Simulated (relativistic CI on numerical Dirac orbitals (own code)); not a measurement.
## d6 in a ligand field

Computed with a parametric ligand-field model of a d^n configuration (Racah B and C, spin-orbit zeta, crystal field), exact diagonalisation.

Field parameters in Wybourne normalisation: Oh B⁴₀ = 21Dq, B⁴₄ = √(5/14) B⁴₀; Td as Oh with Dq negative (B⁴₀ = 21Dq, B⁴₄ = √(5/14) B⁴₀). The field is a parameter set, without covalency.

Question: Lowest levels for B = 690, C = 3370, ζ = 740 cm⁻¹, Oh, 10Dq = 36700 cm⁻¹?

Answer: A1 0 (S 0.01), E 26905 (S 1.00), T2 26941 (S 1.00), T1 27400 (S 1.00), A1 27705 (S 1.00), T1 31742 (S 0.97), E 31913 (S 1.00), T2 32371 (S 1.00), A2 32615 (S 1.00) cm⁻¹, with S from ⟨S²⟩ = S(S + 1). The ground level has 0.03 electrons in the cubic e pair.

Question: Lowest levels for B = 500, C = 2010, ζ = 140 cm⁻¹, Oh, 10Dq = 32650 cm⁻¹?

Answer: A1 0 (S 0.00), E 26828 (S 1.00), T2 26829 (S 1.00), T1 26918 (S 1.00), A1 26964 (S 1.00), T1 30467 (S 0.98), E 30487 (S 1.00), T2 30576 (S 1.00), A2 30621 (S 1.00) cm⁻¹, with S from ⟨S²⟩ = S(S + 1). The ground level has 0.02 electrons in the cubic e pair.

Question: Lowest levels for B = 410, C = 1950, ζ = 430 cm⁻¹, Td, 10Dq = -10450 cm⁻¹?

Answer: A1 0 (S 1.90), T1 33 (S 1.90), E 37 (S 1.87), T2 129 (S 1.91), A2 243 (S 2.00), T2 1124 (S 1.13), E 1222 (S 1.20), T1 1612 (S 1.15), A1 1775 (S 1.15) cm⁻¹, with S from ⟨S²⟩ = S(S + 1). The ground level has 3.11 electrons in the cubic e pair; its S is far from a half-integer, so spin-orbit coupling mixes spin states.

Question: Lowest levels for B = 680, C = 3070, ζ = 760 cm⁻¹, Oh, 10Dq = 33100 cm⁻¹?

Answer: A1 0 (S 0.01), E 24134 (S 1.00), T2 24173 (S 1.00), T1 24647 (S 1.01), A1 24972 (S 1.01), T1 28827 (S 0.96), E 29040 (S 1.00), T2 29518 (S 1.00), A2 29776 (S 1.00) cm⁻¹, with S from ⟨S²⟩ = S(S + 1). The ground level has 0.03 electrons in the cubic e pair.

Question: Lowest levels for B = 890, C = 4460, ζ = 620 cm⁻¹, Oh, 10Dq = 19050 cm⁻¹?

Answer: A1 0 (S 0.15), T2 791 (S 2.00), E 1044 (S 1.99), T1 1079 (S 1.99), A1 1438 (S 1.96), T1 1477 (S 1.99), T2 1521 (S 1.99), E 6932 (S 1.01), T2 6996 (S 1.02) cm⁻¹, with S from ⟨S²⟩ = S(S + 1). The ground level has 0.14 electrons in the cubic e pair; its S is far from a half-integer, so spin-orbit coupling mixes spin states.
